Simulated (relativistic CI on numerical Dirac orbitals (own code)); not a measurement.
# Ar3+: computed level list

Method of calculation: Dirac-Coulomb-Breit CI, KLI orbitals optimised for each configuration, a model potential for QED, valence Slater integrals scaled by 0.85, P86 correlation estimate, and configurations built on the next ion tied to the tabulated ionisation energy (semi-empirical) (own radial code, finite nucleus).

CI space (outside the closed core [Ne]): 3s2 3p3, 3s2 3p2 3d, 3s2 3p2 4s, 3s2 3p2 4p, 3s2 3p2 4d, 3s2 3p2 5s, 3s2 3p2 4f, 3s 3p4, 3p5, 3s2 3p 3d2, 3s 3p3 3d, 3p3 3d2, 3s2 3p 3d 4s, 3p4 3d, 3s2 3p 3d 4p, 3s2 3p 4s2, 3s2 3p2 5p, 3s 3p3 4s, 3s 3p2 3d2, 3p4 4s, 3s2 3p 4s 4p, 3s2 3p2 5d, 3s2 3p2 5f, 3s2 3p2 5g. Levels of other configurations are missing.

The lowest level is 3s2 3p3 4S°_3/2, with 97 % of that term; Hund's rules for 3s2 3p3 give 4S° with J = 3/2, in agreement.

```csv
No.,Configuration,Term,J,E (cm⁻¹),%,Landé g,Lifetime (s)
1,3s2 3p3,4S°,3/2,0.0,97,2.001,
2,3s2 3p3,2D°,3/2,20878.4,95,0.805,3.84e+01
3,3s2 3p3,2D°,5/2,21015.1,97,1.200,4.86e+02
4,3s2 3p3,2P°,1/2,33518.0,96,0.666,6.96e-01
5,3s2 3p3,2P°,3/2,33701.9,94,1.329,3.05e-01
6,3s 3p4‡,4P,5/2,120185.1,85,1.601,4.54e-09
7,3s 3p4‡,4P,3/2,121116.2,85,1.735,4.47e-09
8,3s 3p4‡,4P,1/2,121632.8,85,2.670,4.42e-09
9,3s 3p4‡,2D,3/2,147717.0,71,0.800,2.18e-09
10,3s 3p4‡,2D,5/2,147796.9,71,1.201,2.25e-09
11,3s2 3p2 3d,2P,3/2,164659.0,67,1.333,1.26e-09
12,3s2 3p2 3d,2P,1/2,165745.1,67,0.671,1.23e-09
13,3s 3p4‡,2S,1/2,176431.8,72,1.997,7.30e-10
14,3s2 3p2 3d,4F,3/2,176939.0,97,0.402,4.91e-07
15,3s2 3p2 3d,4F,5/2,177273.6,96,1.032,6.20e-07
16,3s2 3p2 3d,4F,7/2,177761.3,96,1.240,
17,3s2 3p2 3d,4F,9/2,178415.6,97,1.334,2.00e-01
18,3s2 3p2 3d,4D,1/2,182114.7,97,-0.002,1.74e-07
19,3s2 3p2 3d,4D,3/2,182219.7,96,1.197,1.31e-07
20,3s2 3p2 3d,4D,5/2,182300.7,88,1.329,1.44e-07
21,3s2 3p2 3d,4D,7/2,182430.3,85,1.395,
22,3s2 3p2 3d,2F,5/2,183640.0,89,0.897,1.71e-07
23,3s2 3p2 3d,2F,7/2,184764.5,86,1.175,9.11e-07
24,3s2 3p2 3d,2G,7/2,204642.5,97,0.889,1.77e-07
25,3s2 3p2 3d,2G,9/2,204717.2,97,1.111,1.42e-01
26,3s2 3p2 3d,4P,5/2,216487.9,83,1.600,3.23e-11
27,3s2 3p2 3d,4P,3/2,217041.1,83,1.732,3.21e-11
28,3s2 3p2 3d,4P,1/2,217364.4,83,2.666,3.19e-11
29,3s2 3p2 3d,2D,3/2,219526.7,92,0.814,3.36e-10
30,3s 3p4‡,2P,3/2,220825.6,50,1.321,4.39e-11
31,3s2 3p2 3d,2D,5/2,221056.1,94,1.201,3.84e-10
32,3s 3p4‡,2P,1/2,221841.0,50,0.669,4.31e-11
33,3s2 3p2 3d,2D,5/2,234655.5,76,1.200,3.78e-11
34,3s2 3p2 3d,2D,3/2,235065.3,75,0.802,3.67e-11
35,3s2 3p2 3d,2F,5/2,241590.5,94,0.860,2.79e-11
36,3s2 3p2 3d,2F,7/2,241683.5,95,1.143,2.79e-11
37,3s2 3p2 3d,2P,1/2,241730.0,47,1.245,4.08e-11
38,3s2 3p2 3d,2P,3/2,242566.3,82,1.332,3.94e-11
39,3s2 3p2 3d,2S,1/2,242608.0,39,1.424,4.01e-11
40,3s2 3p2 3d,2D,5/2,252341.9,89,1.197,3.09e-11
41,3s2 3p2 3d,2D,3/2,252887.7,90,0.800,3.11e-11
42,3s2 3p2 4s,4P,1/2,253190.7,98,2.661,3.55e-10
43,3s2 3p2 4s,4P,3/2,253887.5,98,1.732,3.53e-10
44,3s2 3p2 4s,4P,5/2,254953.4,98,1.600,3.58e-10
45,3s2 3p2 4s,2P,1/2,258846.2,97,0.676,8.03e-11
```

Energies count from the lowest computed level; ° marks odd parity; lifetimes are radiative, by E1, M1, E2 decay to levels of this space only; some are left blank where a channel outside the calculation adds to the decay or the decay crosses a small, uncertain gap. ‡ marks configurations that were not tied to measured data.

The mean weight of the leading LS term, summed over parents, in these 45 levels is 85 %, and that of the leading jj configuration (from the same eigenvectors) 52 %, so LS coupling describes them better.

Configurations that consist of the next ion and one excited electron were tied to the tabulated ionisation energy; Rydberg ones are usually within 1,000 to 3,000 cm⁻¹ and the lowest ones within about 6,000 (9,000 in d shells), while levels on excited terms of the next ion carry the error of that term, and the other configurations can be misplaced by 10,000 cm⁻¹ or more. Rates follow the energies as ν³ (E1, M1) or ν⁵ (E2), so rates, branching and lifetimes can be off by large factors. The fine structure of a lone outer electron comes out too small, for d and f at times inverted, and misplaced configurations move strength between like terms. 50 of the 54 excited levels that our extract of the measured tables holds in this range could be paired (the sources list more); they are missed by 3859 cm⁻¹ on average and 6394 at most, and levels without a partner can miss by more.

LS names give the leading component of a level, which can be under half, so a name can repeat, a term be missing and a line seem to break the LS rules.
